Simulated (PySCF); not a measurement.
## Excitation energy of Sn²⁺ by level of theory

Sn²⁺ [Kr] 4d10 5s2 (1S) → Sn²⁺ [Kr] 4d9 5s2 5p1 (high-spin determinant), as a difference of total energies. Calculation: PySCF 2.14, in aug-cc-pVQZ-PP with ECP28MDF (7s7p5d3f2g, 92 functions); scalar relativity through the core potential. The calculations carry no spin-orbit coupling.

```json
{"method": "UHF", "excitation energy (eV)": "26.155"}
{"method": "LDA", "excitation energy (eV)": "26.604"}
{"method": "PBE", "excitation energy (eV)": "26.512"}
{"method": "PBE0", "excitation energy (eV)": "26.596"}
{"method": "r2SCAN", "excitation energy (eV)": "26.601"}
{"method": "wB97X-V", "excitation energy (eV)": "26.604"}
{"method": "wB97M-V", "excitation energy (eV)": "26.501"}
{"method": "M06-2X", "excitation energy (eV)": "27.018"}
```

The determinant of the upper state mixes LS terms, which raises its energy above the lowest term, most at the Hartree-Fock and MP2 levels.
